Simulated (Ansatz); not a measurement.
Cost and result for the atomization energy of CH$_{5}$BO$_{2}$S$_{2}$, SMILES `CSSB(O)O` (11 atoms, 10 bonds).

Cartesian coordinates in Å:
```
C -2.0569 0.4665 0.2886
S -0.5919 1.3180 0.9050
S 0.6102 -0.2432 1.4789
B 1.5647 -0.5213 -0.0782
O 1.4052 0.2523 -1.1760
O 2.4422 -1.5542 -0.0451
H -2.7570 1.2479 -0.0158
H -2.5074 -0.1337 1.0780
H -1.8139 -0.1590 -0.5697
H 0.7714 0.9660 -0.9985
H 2.9334 -1.6392 -0.8674
```

The species carries charge 0 and has multiplicity 1. The structure was optimised at the PBE0-D4/def2-TZVP level. It is one conformer, not always the lowest. Program: Ansatz. All runs use 4 threads of an Arm Neoverse V1 on a shared host. Times are those of one run each, without the atoms' runs, and a repeat can differ threefold. Electronic energies, without spin–orbit coupling; frozen cores. CCSD(T)/CBS adds CCSD(T) − MP2 in def2-TZVPP to the MP2 limit, and its time is that of the two runs behind it. T1 = 0.013. HSE06 is the plane-wave form, built on full-range PBE exchange.

CCSD(T)/CBS is a level of theory with its own doubt, some kJ/mol a heavy atom from the limit and from the frozen cores, so smaller differences don't rank the functionals.

```tsv
level	functions	wall time	atomization (kJ/mol)	difference from CCSD(T)/CBS	per bond
LDA (SPW92)/def2-TZVPP	278	1.8 s	5011.7	720.0	72.0
revPBE-D4/def2-TZVPP	278	2.9 s	4295.5	3.8	0.4
PBE0-D4/def2-TZVPP	278	4.8 s	4312.0	20.3	2.0
HSE06-D4/def2-TZVPP	278	5.5 s	4316.2	24.5	2.4
r2SCANh-D4/def2-TZVPP	278	8 s	4291.5	-0.2	0.0
B2PLYP/def2-TZVPP	278	8.5 s	4237.1	-54.6	-5.5
CCSD(T)/def2-SVP	117	9.5 s	4012.6	-279.1	-27.9
ωB97X-V/def2-TZVPP	278	11 s	4303.0	11.3	1.1
B97M-V/def2-TZVPP	278	14 s	4321.6	29.9	3.0
ωB97M-V/def2-TZVPP (with forces)	278	16 s	4324.2	32.5	3.2
MP2/def2-QZVPP	518	34 s	4359.3	67.6	6.8
CCSD(T)/def2-TZVPP	278	5.8 min	4161.1	-130.6	-13.1
CCSD(T)/CBS(def2)	–	6.4 min	4291.7	0.0	0.0
```

In def2-TZVPP, CCSD(T) changes the Hartree–Fock value by +1123.0 kJ/mol (the triples alone add +81.6 kJ/mol) and MP2 by +1244.6 kJ/mol; breaking electron pairs costs correlation energy, which Hartree–Fock lacks. Leaving LDA and LC-ωPBE aside and taking each functional with its dispersion term where it has one, the values, not all of them listed here, spread over 294.4 kJ/mol, from BHLYP-D4 to PBE-D4. LDA lies +621.0 kJ/mol from PBE without D4, its usual overbinding. From BLYP to BHLYP (50 % exact exchange), in def2-TZVPP and without D4, the atomization energy moves by −143.9 kJ/mol: exact exchange takes away binding that semilocal exchange gives to molecules.
